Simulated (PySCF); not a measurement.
Species: N-tert-butylformamide, C5H11NO.
Z-matrix (Å and degrees, PBE0-D3(BJ)/def2-TZVP geometry), rows numbered from 1:
```
C 
C   1  1.5260
C   2  1.5258  1  110.51
C   2  1.5220  1  109.99  3   121.67
N   2  1.4671  1  109.83  3  -121.40
C   5  1.3475  2  126.06  1    61.21
O   6  1.2112  5  126.25  2    -0.81
H   1  1.0924  2  110.53  3  -179.40
H   1  1.0923  2  109.93  3   -59.77
H   1  1.0896  2  110.49  3    60.24
H   3  1.0923  2  109.94  1    59.14
H   3  1.0896  2  110.48  1   -60.87
H   3  1.0925  2  110.55  1   178.75
H   4  1.0938  2  111.06  1   178.98
H   4  1.0909  2  110.02  1   -61.65
H   4  1.0936  2  111.06  1    57.80
H   5  1.0061  2  117.43  1  -120.50
H   6  1.1080  5  111.63  2   179.24
```

Theory: PySCF, PBE0-D3(BJ)/def2-TZVP geometry optimisation, gas phase.

Take the most abundant isotopes and a rigid rotor. The values belong to one conformer with, in the numbering `[CH3:1][C:2]([CH3:3])([CH3:4])[NH:5][CH:6]=[O:7]`, C2–N5–C6–O7 -1°.

(1) What are A, B and C (MHz)?

(2) What kind of rotor is it?

(3) What does the inertial defect say?

(4) Give the other two planar moments, Paa and Pbb, and the rms extents of the mass along the axes.

(5) Where do the levels up to J = 5 lie, in MHz?

(6) Which types of transition are allowed, and where do some lines up to J = 2 fall?

(7) Estimate the classical rotational partition function at 25 K, 100 K and 298.15 K.

Results:

(1) Ia = 122.37, Ib = 260.52, Ic = 272.54 u·Å²; 505379 MHz·u·Å²/I gives A = 4130, B = 1940, C = 1854 MHz.

(2) A near-prolate asymmetric top. Ray's parameter κ = (2B − A − C)/(A − C) = -0.925; −1 is the prolate and +1 the oblate limit.

(3) Not planar: Δ = Ic − Ia − Ib = -110.35 u·Å². For a rigid frame Δ = −2 Σ m c², so Σ m c² = 55.17 u·Å² lies off the ab plane: 17.45 from hydrogen and 37.73 from heavier atoms. The atom farthest from that plane is 2.15 Å away.

(4) Paa = Σ m a² = (Ib + Ic − Ia)/2 = 205.35 and Pbb = Σ m b² = (Ia + Ic − Ib)/2 = 67.19 u·Å². With the mass M = 101.08 u, the rms extents √(P/M) along a, b and c are 1.43, 0.82, 0.74 Å.

(5) Above 0(0,0):
J = 1: 1(0,1) 3794, 1(1,1) 5984, 1(1,0) 6070
J = 2: 2(0,2) 11380, 2(1,2) 13487, 2(1,1) 13744, 2(2,1) 20314, 2(2,0) 20316
J = 3: 3(0,3) 22753, 3(1,3) 24740, 3(1,2) 25253, 3(2,2) 31696, 3(2,1) 31709, 3(3,1) 42862, 3(3,0) 42862
J = 4: 4(0,4) 37905, 4(1,4) 39740, 4(1,3) 40596, 4(2,3) 46871, 4(2,2) 46908, 4(3,2) 58044, 4(3,1) 58044, 4(4,1) 73670, 4(4,0) 73670
J = 5: 5(0,5) 56827, 5(1,5) 58487, 5(1,4) 59769, 5(2,4) 65837, 5(2,3) 65922, 5(3,3) 77023, 5(3,2) 77024, 5(4,2) 92646, 5(4,1) 92646, 5(5,1) 112737, 5(5,0) 112737

(6) The dipole components are |μa| = 2.86 D, |μb| = 2.51 D, |μc| = 0.00 D; the mirror of this Cs structure is the ab plane, so μc vanishes by symmetry (the 0.02 D computed is a residue) and there are no c-type lines. Intensities carry the squares of the components, which stand as 1.00 : 0.77 (a : b). Some lines, for components of 0.1 D or more:

| type | branch | J(Ka,Kc) | MHz | lower level (cm⁻¹) |
| --- | --- | --- | --- | --- |
| b | Q | 1(1,0) ← 1(0,1) | 2276 | 0.127 |
| b | Q | 2(1,1) ← 2(0,2) | 2364 | 0.380 |
| a | R | 1(0,1) ← 0(0,0) | 3794 | 0.000 |
| b | R | 2(0,2) ← 1(1,1) | 5396 | 0.200 |
| b | R | 1(1,1) ← 0(0,0) | 5984 | 0.000 |
| b | Q | 2(2,0) ← 2(1,1) | 6573 | 0.458 |
| b | Q | 2(2,1) ← 2(1,2) | 6827 | 0.450 |
| a | R | 2(1,2) ← 1(1,1) | 7503 | 0.200 |
| a | R | 2(0,2) ← 1(0,1) | 7586 | 0.127 |
| a | R | 2(1,1) ← 1(1,0) | 7674 | 0.202 |
| b | R | 2(1,2) ← 1(0,1) | 9693 | 0.127 |
| b | R | 2(2,1) ← 1(1,0) | 14244 | 0.202 |
| b | R | 2(2,0) ← 1(1,1) | 14332 | 0.200 |

(7) Point group Cs, symmetry number σ = 1; q = (√π/σ)·√((kT/h)³/(ABC)), k/h = 20836.6 MHz/K: 5470 at 25 K, 43700 at 100 K, 225000 at 298.15 K.

No frequency check. Zero-point vibration and centrifugal distortion are left out. A rigid rotor knows nothing of internal rotation, which can split or shift real lines. Quadrupole hyperfine structure (14N) is left out.
